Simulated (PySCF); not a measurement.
Compound: C6H14O2Si.
Bonds: C1–C2, C2–C3, C2–C4, C2–Si5, Si5–O6, O6–C7, C7–C8, C8–O9, Si5–O9. Hydrogens: H10, H11, H12 on C1; H13, H14, H15 on C3; H16, H17, H18 on C4; H19 on Si5; H20, H21 on C7; H22, H23 on C8.

Level: PBE0/pcSseg-1 in PySCF, non-relativistic, on one gas-phase PBE0-D3(BJ)/def2-SVP geometry that isn't relaxed in the solvent. The solvent is an IEF-PCM continuum (cavity from Bondi-type radii × 1.2). Specific hydrogen bonds and non-electrostatic terms are outside this model.

Gas phase at PBE0/pcSseg-1: HOMO -7.50 eV, LUMO 1.07 eV, dipole 0.88 D.

**Question.** What does the continuum do to the energy, the frontier levels and the dipole at PBE0/pcSseg-1 in benzene and acetonitrile?

**Answer.** 
| solvent | ε | E(solvent) − E(gas) (kcal/mol) | polarisation term (kcal/mol) | distortion of the solute (kcal/mol) | HOMO (eV) | LUMO (eV) | dipole (D) |
| --- | --- | --- | --- | --- | --- | --- | --- |
| benzene | 2.271 | -2.02 | -2.11 | 0.09 | -7.47 | 1.08 | 0.98 |
| acetonitrile | 35.69 | -4.46 | -4.94 | 0.48 | -7.47 | 1.05 | 1.10 |

Polarisation term: ½ Σ q·V over the induced surface charges. Distortion: the rise of the solute's own energy as its density leaves the gas-phase optimum. From benzene to acetonitrile the lowering changes by a factor 2.21, Onsager's factor (ε − 1)/(2ε + 1) by 2.09 and ε itself by 15.7.

**Question.** Which IAO charges (PBE0/pcSseg-1) respond most in acetonitrile (means over atoms taken as equivalent)?

**Answer.** 
```
   atoms                  environment  gas (e)  solvent (e)  change
   O6/O9           silyl ether oxygen   -0.643       -0.660  -0.017
 H20/H23           methylene hydrogen   +0.135       +0.144  +0.009
 H21/H22           methylene hydrogen   +0.135       +0.144  +0.009
   C7/C8   sp3 carbon bound to oxygen   -0.066       -0.070  -0.004
C1/C3/C4                methyl carbon   -0.407       -0.410  -0.003
     Si5         oxygen-bound silicon   +1.284       +1.282  -0.002
H10 (×9)              methyl hydrogen   +0.135       +0.137  +0.002
      C2  sp3 carbon bound to silicon   -0.242       -0.240  +0.002
```
